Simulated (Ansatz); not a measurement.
The cluster Os₄⁻, relaxed as a sextet with UKS PBE0-D4/def2-SVPD in Ansatz, starting from the PBE0-D4/def2-SVPD geometry of the charge -1 doublet. Force threshold 0.02 eV/Å.

In the def2 sets Os takes a core potential; there is no spin–orbit coupling. The charge -1 sextet is spin-contaminated (final ⟨S²⟩ up to 9.60, 8.75 for a pure state). The relaxation made no stability test and no search for a lower SCF solution. The structure comes from a short search, and lower isomers may exist.

Start:

```xyz
4

Os   -0.366   -0.613    1.360
Os   -0.826    1.275    0.144
Os   -0.300   -0.255   -1.485
Os    1.492   -0.406   -0.019
```

```json
{"step": "1", "energy (eV)": "-9866.8238", "largest force component (eV/Å)": "0.302", "SCF passes": "145"}
{"step": "2", "energy (eV)": "-9866.8313", "largest force component (eV/Å)": "0.094", "SCF passes": "64"}
{"step": "3", "energy (eV)": "-9866.8318", "largest force component (eV/Å)": "0.005", "SCF passes": "58"}
{"step": "4", "energy (eV)": "-9866.8318", "largest force component (eV/Å)": "0.001", "SCF passes": "56"}
```

Force components are those of the run's own axes.

End:

```xyz
4

Os   -0.351   -0.619    1.364
Os   -0.836    1.284    0.138
Os   -0.297   -0.251   -1.490
Os    1.483   -0.414   -0.012
```

By distances, no bond broke or formed. The bond that changes most is Os1–Os2, from 2.29 to 2.31 Å (atoms count from 1).

The force fell under the threshold at step 3, but the optimiser went on. No frequencies were taken in this run, so the end may be a saddle point.

Hardware: 4 threads of Arm Neoverse V2 on a shared host. Wall time 31 s, peak host memory 0.55 GiB.
